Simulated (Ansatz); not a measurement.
Coupled-cluster diagnostics for the cluster Rb₂Cl₃⁻, Ansatz.

Geometry of the singlet (PBE0-D4/def2-SVPD):

```csv
atom,x (Å),y (Å),z (Å)
Rb1,2.885,0.649,0.935
Rb2,-2.895,-0.629,-0.918
Cl3,5.685,1.214,1.806
Cl4,-0.023,0.049,0.037
Cl5,-5.653,-1.283,-1.860
```

In the def2 sets Rb takes a core potential; there is no spin–orbit coupling. Correlated methods freeze 15 core orbitals; core or outer-core shells of Rb are correlated, in sets that lack core-valence functions. Another isomer (singlet) lies 0.18 eV lower at PBE0-D4/def2-TZVPD; other spin states weren't run for this one.

Task: Estimate the CCSD(T) correlation energy, the shares of MP2 and (T), T1 and the reference's ⟨S²⟩ for: charge -1, singlet, own geometry in def2-TZVPPD; and the rough time on 4 threads of Intel Xeon on a shared host.

Result: 
```
                           state        basis  correlation (eV)  MP2 share (%)  (T) share (%)     T1  ⟨S²⟩ (pure)  wall time
charge -1, singlet, own geometry  def2-TZVPPD           -24.407           89.2            3.4  0.007  0.00 (0.00)    6.6 min
```
Customary marks for T1 are 0.02 (closed shells), 0.045 (open shells) and about 0.05 (3d metals). T1 stays under 0.02 throughout.
